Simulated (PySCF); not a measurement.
# Molecular orbitals of InSb⁻

B3LYP at R = 2.744 Å; basis In def2-TZVPPD with ECP28, Sb def2-TZVPPD with ECP28; scalar-relativistic core potentials; PySCF 2.14. State: ²Π (doublet), unpaired electrons π ↑. Only the outer orbitals are listed, counted within each symmetry, core potentials removing the inner ones.

```csv
spin,orbital,occ.,ε (eV),on In (%),main shells (%)
α,7σ,1,-8.91,10,89 Sb s
α,8σ,1,-4.33,76,"75 In s, 15 Sb p"
α,5π,1,-0.94,17,"83 Sb p, 14 In p"
α,5π,1,-0.33,24,"76 Sb p, 21 In p"
α,9σ,1,-0.32,47,"49 Sb p, 37 In p, 9 In s"
α,6π,0,2.40,86,"79 In p, 10 Sb p"
α,6π,0,2.60,82,"72 In p, 14 Sb p, 10 In d"
β,7σ,1,-8.30,12,"87 Sb s, 10 In s"
β,8σ,1,-4.21,76,"75 In s, 14 Sb p, 10 Sb s"
β,9σ,1,-0.18,48,"46 Sb p, 40 In p"
β,5π,1,-0.13,30,"71 Sb p, 27 In p"
β,5π,0,1.07,42,"60 Sb p, 39 In p"
β,6π,0,2.62,78,"66 In p, 17 Sb p, 12 In d"
β,6π,0,2.73,71,"55 In p, 24 Sb p, 16 In d"
```

Problem. Which are the highest filled and the lowest empty level, where do they sit, and how wide is the gap?

Solution. Highest filled β 5π at -0.13 eV (in %: 71 Sb p, 27 In p); lowest empty β 5π at 1.07 eV (in %: 60 Sb p, 39 In p); the gap at B3LYP is 1.20 eV. Both belong to one degenerate shell, split only by its one-sided filling, so this is no excitation gap. An empty level above zero is unbound, and its energy depends on the basis.

The bond order (Mayer) is 2.10. The ⟨S²⟩ is 0.755, the charge on In (Mulliken, basis-dependent) is -0.38 and the charge on In (Löwdin, basis-dependent) is -0.58. The dipole moment (positive dipole points towards Sb; it is taken about the centre of mass and depends on that origin) is -1.36 D. The polarisability along the bond is 287.4 bohr³ and the polarisability across the bond is 177.8 bohr³.

Spin–orbit coupling is left out. The state was picked by a PBE0 search and need not be the measured ground state.
